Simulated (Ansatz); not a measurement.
Calculated with Ansatz (gas phase, PBE0-D4/def2-TZVP geometries, no zero-point term in ΔE). CBS: MP2 limit from def2 TZ/QZ plus the TZ coupled-cluster correction, frozen cores. Functionals use def2-TZVPP. HSE06 is defined as in plane-wave codes. For Ge outer-core shells are correlated without core-valence functions, which leaves a few kJ/mol of doubt a bond. Scalar relativity is left out up to krypton.

Reaction (ligand exchange at a Ge–N bond): `C[N](C)[GeH3]` + `[OH][GeH3]` → `[GeH3][O][GeH3]` + dimethylamine

| level | ΔE (kcal/mol) | difference from CCSD(T)/CBS |
| --- | --- | --- |
| PBE-D4 | -6.9 | 0.6 |
| r2SCANh-D4 | -8.2 | -0.7 |
| BHLYP-D4 | -9.5 | -2.0 |
| ωB97X-V | -8.4 | -0.9 |
| PBE | -7.6 | -0.1 |
| revPBE | -8.3 | -0.8 |
| BLYP | -9.3 | -1.8 |
| PBE0 | -8.1 | -0.6 |
| r2SCANh | -8.4 | -0.9 |
| HSE06 | -8.0 | -0.5 |
| MP2/def2-SVP | -9.1 | -1.6 |
| CCSD/def2-SVP | -9.7 | -2.2 |
| MP2/def2-TZVPP | -7.3 | 0.2 |
| SCS-MP2/def2-TZVPP | -8.5 | -1.0 |
| HF/def2-QZVPP | -12.5 | -5.0 |
| SCS-MP2/def2-QZVPP | -8.4 | -0.9 |
| CCSD(T)/CBS | -7.5 | 0 |

Problem. What do rigid-rotor, harmonic-oscillator terms from PBE0-D4/def2-TZVP frequencies (298.15 K, 1 bar) make of the CCSD(T)/CBS value? (Estimate.)

Solution. The calculation gave: ΔZPE = +0.9 kcal/mol, ΔH = -6.5 kcal/mol, ΔS = 12 J/(mol·K), ΔG = -7.4 kcal/mol. Modes under 50 cm⁻¹ make the entropy rough.

Largest T1 diagnostic among the species: 0.012.

At CCSD(T), def2-SVP lies −1.9 kcal/mol from the extrapolated value and def2-TZVPP −0.4 kcal/mol. The D4 term adds +1.1 kcal/mol with B3LYP and +0.6 kcal/mol with PBE0; it sums over pairs of atoms, weighted by their polarisabilities, and B3LYP, whose exchange is more repulsive, gets the larger term. In def2-TZVPP, CCSD(T) changes the Hartree–Fock value by +4.4 kcal/mol (the triples alone add +0.5 kcal/mol) and MP2 by +5.0 kcal/mol.

B3LYP here is the variant with VWN-RPA as its local correlation; programs differ in this.
